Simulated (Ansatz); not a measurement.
This geometry of C₃H₈ClNSi (14 atoms, charge 0, multiplicity 1) is a first-order saddle point.

Level of theory: RKS BHLYP/def2-SVP in Ansatz 0.2.0.

```xyz
14
Properties=species:S:1:pos:R:3
C 0.383 -1.636 1.213
C 0.308 -0.337 0.899
N 1.209 0.629 1.312
Si -0.976 0.213 -0.349
C -0.258 0.534 -2.048
Cl -1.760 2.012 0.380
H 1.160 -2.028 1.867
H -0.327 -2.350 0.813
H 1.829 0.362 2.060
H 0.820 1.547 1.451
H -2.072 -0.772 -0.381
H -0.340 1.591 -2.312
H 0.799 0.256 -2.071
H -0.785 -0.049 -2.808
```

Which two structures does it join? (They come from a converged band through this point; their orientation in space is the band's.)

No bond is made or broken. The dihedral Cl6–Si4–C5–H12 goes from -57 to 63°. The two ends are copies of one structure, up to a mirror image or an exchange of like atoms.

Image 0:

```xyz
14
Properties=species:S:1:pos:R:3
C 0.084 -1.765 1.073
C 0.279 -0.460 0.848
N 1.394 0.254 1.252
Si -0.927 0.451 -0.259
C -0.259 0.721 -1.976
Cl -1.226 2.331 0.608
H 0.792 -2.365 1.642
H -0.789 -2.275 0.685
H 1.984 -0.199 1.931
H 1.227 1.220 1.479
H -2.220 -0.257 -0.272
H -0.938 1.337 -2.571
H 0.713 1.218 -1.929
H -0.128 -0.241 -2.482
```

Image 8:

```xyz
14
Properties=species:S:1:pos:R:3
C 0.418 -1.616 1.224
C 0.312 -0.322 0.898
N 1.191 0.668 1.301
Si -0.986 0.189 -0.352
C -0.268 0.507 -2.040
Cl -1.798 1.989 0.338
H 1.202 -1.984 1.883
H -0.275 -2.350 0.831
H 1.819 0.421 2.050
H 0.780 1.578 1.436
H -2.064 -0.816 -0.386
H 0.552 1.227 -1.971
H 0.128 -0.423 -2.459
H -1.024 0.903 -2.723
```

How far does it lie above each of them?

0.074 eV above the first and 0.075 eV above the second. This is the barrier of this one path; another mechanism may lie lower.

The run took 110 s on 2 threads of Intel(R) Xeon(R) Platinum 8488C (Sapphire Rapids), with other jobs on the host, peak memory 0.36 GiB.
